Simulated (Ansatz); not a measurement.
Basis-set extrapolation for CH₃ClMgS, SMILES `C[S][Mg][Cl]` (PBE0-D4/def2-TZVP geometry, frozen core, Ansatz). Multiplicity 1, RHF reference. For Mg the program correlates outer-core shells too, which these sets cover unevenly, so the extrapolated numbers aren't a true limit.

|  | def2-TZVPP | def2-QZVPP |
| --- | --- | --- |
| HF | -1096.415218 | -1096.450343 |
| MP2 correlation | -0.733246 | -0.821829 |
| CCSD(T) correlation | -0.810640 | not run |

Energies in hartree. Use E(X) = E(∞) + A·exp(−7.88·√X) for Hartree–Fock and E(X) = E(∞) + B·X^(−2.97) for correlation, with X = 3 and 4, and add CCSD(T) minus MP2 of the smaller set to the MP2 limit.

What is the CCSD(T) energy at the basis-set limit?

HF limit: -1096.450343 + (-0.035125) × 0.13774 = -1096.45518. MP2 limit: -0.821829 + (-0.088583) × 0.74074 = -0.88745. Higher-order term: -0.810640 − (-0.733246) = -0.07739. Total: -1097.42002 hartree, 121.8 kcal/mol below CCSD(T)/def2-TZVPP.
